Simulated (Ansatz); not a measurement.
`C[Se][AlH][BH]S` + `N[SiH](O)F` → `O[SiH](F)NBS` + `C[Se][AlH2]`  (cleavage of the B–Al bond)

Isolated molecules relaxed with PBE0-D4/def2-TZVP in Ansatz; ΔE leaves out vibrations. CBS: MP2 limit from def2 TZ/QZ plus the TZ coupled-cluster correction, frozen cores. This one scheme is used for every species. Functionals use def2-TZVPP. For Se outer-core shells are correlated without core-valence functions, which leaves a few kJ/mol of doubt a bond. Scalar relativity is left out up to krypton. Each species was taken in one conformer, which may not be the lowest.

`C[Se][AlH][BH]S`:

Cartesian coordinates in Å:
```
C -0.872 0.491 -1.703
Se 0.991 -0.095 -1.896
Al 1.466 -0.905 0.215
B 0.037 -0.710 1.760
S -0.558 0.836 2.372
H -0.944 1.504 -2.095
H -1.504 -0.175 -2.285
H -1.181 0.477 -0.660
H 2.926 -1.510 0.355
H -0.471 -1.624 2.345
H 0.108 1.711 1.593
```

`N[SiH](O)F`:

Cartesian coordinates in Å:
```
N -0.109 -0.264 1.152
Si -0.302 0.173 -0.479
O 1.143 0.468 -1.171
F -1.052 -1.073 -1.136
H -0.789 -0.848 1.609
H 0.371 0.334 1.804
H -1.108 1.368 -0.786
H 1.847 -0.158 -0.992
```

`O[SiH](F)NBS`:

Cartesian coordinates in Å:
```
O -1.127 0.978 -1.710
Si 0.424 0.724 -1.306
F 1.249 0.051 -2.492
N 0.585 -0.392 -0.001
B -0.147 -0.354 1.202
S 0.166 -1.569 2.502
H -1.720 0.226 -1.765
H 0.996 2.054 -1.054
H 1.302 -1.098 -0.107
H -0.982 0.485 1.361
H -0.745 -1.105 3.369
```

`C[Se][AlH2]`:

Cartesian coordinates in Å:
```
C 1.113 0.894 -0.229
Se 0.750 -0.992 -0.642
Al -1.359 -1.167 0.257
H 1.301 1.416 -1.165
H 1.995 0.939 0.405
H 0.264 1.343 0.282
H -1.973 0.131 0.929
H -2.092 -2.564 0.163
```

```tsv
level	ΔE (eV)
PBE0-D4	-1.20
ωB97X-V	-1.28
B2PLYP	-1.30
r2SCAN	-1.26
PBE0	-1.21
HF/def2-TZVPP	-1.43
MP2/def2-QZVPP	-1.30
SCS-MP2/def2-QZVPP	-1.32
```

(1) What does CCSD(T)/CBS give? (Estimate.)

Largest T1 diagnostic among the species: 0.013.

## Answers

(1) The calculation gave: -1.23 eV. The listed levels differ from it by 0.03, -0.05, -0.07, -0.03, 0.02, -0.20, -0.07, -0.09 eV.

From PBE to PBE0 (25 % exact exchange), in def2-TZVPP and without D4, ΔE moves by −0.05 eV. In def2-TZVPP, CCSD(T) changes the Hartree–Fock value by +0.17 eV (the triples alone add +0.02 eV) and MP2 by +0.11 eV.
